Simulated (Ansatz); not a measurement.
One change: `[F][Sn]([SiH3])([Cl])[Cl]` becomes `[F][Sn]([Cl])([Cl])[Br]`.

Ansatz, PBE0-D4/def2-TZVP geometries, multiplicity 1. 

Elements past krypton have def2 core potentials. Scalar relativity is left out up to krypton. Spin–orbit coupling is left out; it splits and shifts lone-pair levels of the heavy atoms by tenths of an eV.

| property | `[F][Sn]([SiH3])([Cl])[Cl]` |
| --- | --- |
| LUMO energy (B3LYP/def2-TZVPP) / eV | -2.37 |
| HOMO energy (PBE/def2-TZVPP) / eV | -7.66 |
| HOMO energy (PBE0/def2-TZVPP) / eV | -8.89 |
| size of the dipole moment (B3LYP/def2-TZVPP) / D | 4.47 |
| LUMO energy (ωB97M-V/def2-TZVPP) / eV | -0.17 |
| size of the dipole moment (PBE/def2-TZVPP) / D | 4.25 |

What does the change do to each property? (An estimate is asked.)

Ansatz gave: 
```json
{"property": "LUMO energy (B3LYP/def2-TZVPP) / eV", "`[F][Sn]([Cl])([Cl])[Br]`": "-3.57", "shift": "-1.20"}
{"property": "HOMO energy (PBE/def2-TZVPP) / eV", "`[F][Sn]([Cl])([Cl])[Br]`": "-8.10", "shift": "-0.44"}
{"property": "HOMO energy (PBE0/def2-TZVPP) / eV", "`[F][Sn]([Cl])([Cl])[Br]`": "-9.46", "shift": "-0.57"}
{"property": "size of the dipole moment (B3LYP/def2-TZVPP) / D", "`[F][Sn]([Cl])([Cl])[Br]`": "1.40", "shift": "-3.07"}
{"property": "LUMO energy (ωB97M-V/def2-TZVPP) / eV", "`[F][Sn]([Cl])([Cl])[Br]`": "-1.23", "shift": "-1.06"}
{"property": "size of the dipole moment (PBE/def2-TZVPP) / D", "`[F][Sn]([Cl])([Cl])[Br]`": "1.30", "shift": "-2.95"}
```

With PBE0 the HOMO falls by 0.57 eV and the LUMO falls by 1.19 eV, so the gap narrows by about 0.62 eV. PBE moves the HOMO by -0.44 eV and ωB97M-V by -0.78 eV. The zero-point energy changes by -62.5 kJ/mol with -9 modes. Dipoles are sizes alone; their direction can turn.

B3LYP here is the variant with VWN-RPA as its local correlation; programs differ in this.
